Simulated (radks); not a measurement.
Values are calculated unless marked as measured or tabulated.
All-electron atom: the dysprosium ion Dy10+ in [Kr] 4d10 4f8 5s2. Level of theory: non-relativistic Kohn-Sham, LB94 model potential, spin-polarised, spherical densities, point nucleus; open shells are filled with parallel spins first (spin-orbit coupling, left out, can overturn this in heavy ions); relativity is left out, which matters for an element this heavy (a radial shooting solver on a logarithmic mesh with Libxc functionals). Some entries of the table are withheld. Estimate them.

| orbital | occ. | eigenvalue (hartree) | <r^2> (bohr^2) | <1/r> (bohr^-1) |
|---|---|---|---|---|
| 1s up | 1 | -1857.670 | 0.0007041 | 65.50 |
| 1s down | 1 | -1857.670 | 0.0007041 | 65.50 |
| 2s down | 1 | -303.7440 | 0.01115 | 15.26 |
| 2s up | 1 | -303.7396 | 0.01115 | 15.26 |
| 2p down | 3 | -290.0105 | 0.008272 | 15.30 |
| 2p up | 3 | -290.0075 | 0.008272 | 15.30 |
| 3s up | 1 | -72.66012 | 0.07158 | 5.776 |
| 3s down | 1 | -72.65607 | 0.07148 | 5.780 |
| 3p up | 3 | -66.42662 | 0.06678 | 5.725 |
| 3p down | 3 | -66.42432 | 0.06668 | 5.729 |
| 3d down | 5 | -54.77370 | 0.05289 | 5.638 |
| 3d up | 5 | -54.77155 | 0.05297 | 5.636 |
| 4s up | 1 | -19.28727 | 0.3588 | 2.468 |
| 4s down | 1 | -19.11567 | 0.3595 | 2.464 |
| 4p up | 3 | -16.81727 | 0.3760 | 2.380 |
| 4p down | 3 | -16.64766 | 0.3769 | 2.376 |
| 4d up | 5 | -12.38209 | 0.4185 | 2.189 |
| 4d down | 5 | -12.21712 | 0.4198 | 2.186 |
| 5s up | 1 | -7.34354 | 1.620 | 1.106 |
| 5s down | 1 | -7.22658 | 1.637 | 1.100 |
| 4f up | 7 | (1) | 0.5648 | 1.804 |
| 4f down | 1 | (2) | 0.5699 | 1.801 |

Answer. 
(1) 4f up eigenvalue (hartree): -6.81924
(2) 4f down eigenvalue (hartree): -6.66963
